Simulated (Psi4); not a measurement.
Calculation: SAPT0/jun-cc-pVDZ, frozen core in Psi4 1.11.

Psi4 input:

```
molecule {
0 1
F 1.52529360 -0.15264337 -0.32806900
Si 0.00016487 -0.00022066 0.00007386
F -0.32967287 1.50977041 0.26023837
F -0.84930150 -0.51855241 -1.21074553
F -0.34648410 -0.83835399 1.27850231
--
0 1
Cl -1.15717066 -3.96165014 -0.27648288
Cl 0.79200655 -3.59605625 -0.62459864
units angstrom
symmetry c1
no_reorient
no_com
}
set basis jun-cc-pvdz
set scf_type df
set freeze_core true
energy('sapt0')
```

Part of the output:

```
    SAPT Results
  --------------------------------------------------------------------------------------------------------
    Electrostatics                 -1.38942391 [mEh]      -0.87187667 [kcal/mol]      -3.64793198 [kJ/mol]
      Elst10,r                     -1.38942391 [mEh]      -0.87187667 [kcal/mol]      -3.64793198 [kJ/mol]

    Exchange                        3.03324797 [mEh]       1.90339184 [kcal/mol]       7.96379146 [kJ/mol]
      Exch10                        3.03324797 [mEh]       1.90339184 [kcal/mol]       7.96379146 [kJ/mol]
      Exch10(S^2)                   3.02949242 [mEh]       1.90103519 [kcal/mol]       7.95393124 [kJ/mol]

    Induction                      -0.29055998 [mEh]      -0.18232914 [kcal/mol]      -0.76286513 [kJ/mol]
      Ind20,r                      -1.48588741 [mEh]      -0.93240843 [kcal/mol]      -3.90119685 [kJ/mol]
      Exch-Ind20,r                  1.23021338 [mEh]       0.77197055 [kcal/mol]       3.22992478 [kJ/mol]
      delta HF,r (2)               -0.03488595 [mEh]      -0.02189127 [kcal/mol]      -0.09159305 [kJ/mol]

    Dispersion                     -1.81222496 [mEh]      -1.13718833 [kcal/mol]      -4.75799599 [kJ/mol]
      Disp20                       -1.98565809 [mEh]      -1.24601926 [kcal/mol]      -5.21334459 [kJ/mol]
      Exch-Disp20                   0.17343312 [mEh]       0.10883093 [kcal/mol]       0.45534860 [kJ/mol]
      Disp20 (SS)                  -0.99282904 [mEh]      -0.62300963 [kcal/mol]      -2.60667229 [kJ/mol]
      Disp20 (OS)                  -0.99282904 [mEh]      -0.62300963 [kcal/mol]      -2.60667229 [kJ/mol]
      Exch-Disp20 (SS)              0.10115125 [mEh]       0.06347337 [kcal/mol]       0.26557256 [kJ/mol]
      Exch-Disp20 (OS)              0.07228187 [mEh]       0.04535756 [kcal/mol]       0.18977603 [kJ/mol]

  Total HF                          1.35326408 [mEh]       0.84918603 [kcal/mol]       3.55299436 [kJ/mol]
  Total SAPT0                      -0.45896088 [mEh]      -0.28800230 [kcal/mol]      -1.20500163 [kJ/mol]
```
